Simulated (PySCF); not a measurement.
Computed structure and properties of La(NO2)3

System: La(NO2)3 (singlet); start: template (D3h). Method: PySCF 2.14.0, RKS TPSS, La lcecp-1-SVP with ECP46, O def2-SVP, N def2-SVP; non-relativistic Hamiltonian with scalar-relativistic core potentials where named; density fitting; no spin-orbit coupling.

Input of the relaxation:

```python
mol = gto.M(atom='''
La     0.00000    -0.00000     0.00000
O      2.33019    -0.00001     1.06000
O      2.33019    -0.00001    -1.06000
N      3.02022    -0.00002     0.00000
O     -1.16509     2.01801     1.06000
O     -1.16509     2.01801    -1.06000
N     -1.51010     2.61559    -0.00000
O     -1.16511    -2.01800     1.06000
O     -1.16511    -2.01800    -1.06000
N     -1.51012    -2.61558    -0.00000''',
    basis={'La': 'lcecp-1-SVP', 'O': 'def2-SVP', 'N': 'def2-SVP'},
    ecp={'La': 'lcecp-1-SVP'},
    charge=0, spin=0)
mf = dft.RKS(mol, xc='TPSS')
mf.grids.atom_grid = (50, 194)  # f atoms: unpruned, at least (60, 302)
mf = mf.density_fit()  # fitting sets: La AutoAux, O def2-universal-JKFIT, N def2-universal-JKFIT
mf.conv_tol = 1e-08; mf.max_cycle = 55
mf.kernel(dm0)  # dm0: converged density of the start geometry
# quasi-Newton relaxation in Cartesian coordinates to a largest gradient under 0.00045 Eh/bohr, steps kept in the point group
```

Run from Python with OMP_NUM_THREADS=4; the lines above give its settings. Where DIIS fails, smearing, a level shift and second-order steps follow.
It took 47 s on 4 threads of Arm Neoverse V2 (shared host), from the converged density of the start.

Course of the relaxation:

| step | energy above end (eV) | largest force component within the symmetry (eV/Å) |
| --- | --- | --- |
| 0 | 0.1091 | 0.857 |
| 1 | 0.0452 | 0.337 |
| 2 | 0.0158 | 0.366 |
| 3 | 0.0003 | 0.065 |
| 4 | 0.0000 | 0.007 |
| 5 | 0.0000 | 0.000 |

Relaxed geometry (D3h):

```xyz
10

La    0.0000    0.0000    0.0000
O     2.2544    0.0000    1.0614
O     2.2544    0.0000   -1.0614
N     2.9649    0.0000    0.0000
O    -1.1272    1.9524    1.0614
O    -1.1272    1.9524   -1.0614
N    -1.4824    2.5676    0.0000
O    -1.1272   -1.9524    1.0614
O    -1.1272   -1.9524   -1.0614
N    -1.4824   -2.5676    0.0000
```

```tsv
contact	Å
La1–O2 (NO2)	2.492
La1–O5 (NO2)	2.492
La1–O8 (NO2)	2.492
```

On the finer grid (75, 302):

| Quantity | Value |
| --- | --- |
| HOMO | -7.05 eV |
| LUMO | -4.09 eV |
| Dipole about the centre of mass | 0.00 D |
| Set of Mulliken populations of La1 outside the core potential | s 2.26, p 6.26, d 1.15, f 0.07 |
| D3(BJ) dispersion energy (not in the energies) | -0.290 eV |

```csv
atom,Mulliken (e),Löwdin (e),spin (e)
La1,1.27,0.69,0.00
O2,-0.35,-0.20,0.00
O3,-0.35,-0.20,0.00
N4,0.27,0.17,0.00
O5,-0.35,-0.20,0.00
O6,-0.35,-0.20,0.00
N7,0.27,0.17,0.00
O8,-0.35,-0.20,0.00
O9,-0.35,-0.20,0.00
N10,0.27,0.17,0.00
```

The large-core potential holds the 4f shell empty.

No frequency check is given for this geometry.

Taking off one NO2 (charge -1, singlet; the rest: singlet) in vacuum, both parts rigid, costs 9.23 eV; the small basis without counterpoise inflates it. Most of it is the attraction of opposite charges; other ways to part are cheaper, and one spin state was tried for the rest.

Rigid scan of NO2 along the line from its metal:

distance to the donors' midpoint (Å), energy (eV) and a bar:
```
     1.95      0.682 ##########
     2.05      0.271 ####
     2.15      0.061 #
     2.25      0.000 
     2.35      0.047 #
     2.45      0.167 ##
     2.65      0.542 ########
     2.95      1.224 ##################
     3.35      2.078 ##############################
```

One start shape was tried, so this needn't be the lowest isomer.
